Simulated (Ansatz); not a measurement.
C2H7BOSi (`CB1C[SiH2]O1`), 12 atoms. Total charge 0; spin multiplicity 1. All runs use 4 threads of an Intel Xeon Platinum 8488C on a shared host. Correlated methods freeze the cores.

(1) Give the basis size and wall time and peak host memory of each of these runs in Ansatz. RKS ωB97M-V/def2-TZVPP energy and forces; RKS PBE0-D4/def2-TZVP frequencies; RKS PBE0-D4/def2-SVP energy; RHF-CCSD(T)/def2-SVP energy; RKS PBE0-D4/def2-QZVPP energy; RKS ωB97M-V/def2-QZVPP energy; RKS PBE0-D4/def2-TZVP relaxation (11 steps); direct RPA on PBE orbitals/def2-TZVPP energy; RHF-CCSD(T)/def2-TZVPP energy; RHF-MP2/def2-QZVPP energy; RKS SPW92 (LDA)/def2-TZVPP energy; RKS PBE0-D4/def2-TZVPP energy. (Estimate.)

## Answers

(1) The calculation gave: Other jobs shared the machine, so times are rough.

```csv
level,job,functions,wall time,peak host memory (GiB)
RKS PBE0-D4/def2-SVP,energy,109,0.75 s,0.49
RKS SPW92 (LDA)/def2-TZVPP,energy,264,1.1 s,0.35
RKS PBE0-D4/def2-TZVPP,energy,264,2.3 s,0.64
RHF-CCSD(T)/def2-SVP,energy,109,3.3 s,0.54
direct RPA on PBE orbitals/def2-TZVPP,energy,264,4.6 s,0.68
RKS PBE0-D4/def2-QZVPP,energy,508,6.5 s,1.8
RKS ωB97M-V/def2-TZVPP,energy and forces,264,7 s,0.98
RKS ωB97M-V/def2-QZVPP,energy,508,13 s,2.2
RHF-MP2/def2-QZVPP,energy,508,19 s,3.5
RKS PBE0-D4/def2-TZVP,relaxation (11 steps),203,29 s,0.53
RHF-CCSD(T)/def2-TZVPP,energy,264,88 s,6.5
RKS PBE0-D4/def2-TZVP,frequencies,203,2.2 min,0.54
```
